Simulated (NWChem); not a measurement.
CH3AlF2O; SMILES C[O][Al]([F])[F]

```xyz
8

Al     0.0738     0.4934     0.0002
F      1.2556     1.6425    -0.0016
F     -1.4988     0.9982    -0.0021
O      0.5014    -1.1185     0.0048
C     -0.0373    -2.4001     0.0028
H      0.2960    -2.9560    -0.8903
H      0.3051    -2.9620     0.8887
H     -1.1421    -2.4014     0.0085
```
Atoms are numbered in this order, from 1.

Program: NWChem. Pople sets run with spherical d functions. Structure relaxed at the PBE0/def2-SVP level. Atomic charges in e: unrestrained fits to the electrostatic potential beside Mulliken populations; buried atoms are poorly determined by the fit.

Estimate the computed values for Hartree-Fock/6-31G*. Quantities: ESP Al1; Mulliken Al1; ESP F2; Mulliken F2; ESP F3; Mulliken F3; ESP O4; Mulliken O4; ESP C5; Mulliken C5; relative RMS misfit of the potential (%).

The ESP Al1 is 1.54 and the Mulliken Al1 comes out as 1.66. The ESP F2 comes out as -0.54, the Mulliken F2 comes out as -0.60 and the ESP F3 comes out as -0.53. The Mulliken F3 comes out as -0.60. The ESP O4 is -0.76, the Mulliken O4 is -0.81 and the ESP C5 is 0.33. The Mulliken C5 is -0.13. The relative RMS misfit of the potential (%) is 19.
